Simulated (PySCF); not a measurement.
B(H)2(SH) (BH3S), SMILES BS. Geometry optimised at ωB97X-D3(BJ)/def2-TZVP.

These are ωB97X-D3(BJ)/def2-TZVP (PySCF 2.14.0) values and carry that method's errors.

Harmonic wavenumbers (cm⁻¹): 654, 685, 834, 965, 980, 1222, 2622, 2723, 2748. Rotational constants (GHz): 129.8, 15.42, 13.78; symmetry number 1.

Work out the zero-point energy and the ideal-gas rigid-rotor harmonic-oscillator thermochemistry at 298.15 K and 1 atm.

ZPE = ½ Σ hcν = ½ × 13434 cm⁻¹ = 80.35 kJ/mol. H − E(el) = 91.36 kJ/mol. Entropy in J/(mol K): translation 156.47, rotation 83.66, vibration 4.68, total 244.80. G − E(el) = 18.38 kJ/mol. Cp = 47.42 J/(mol K).
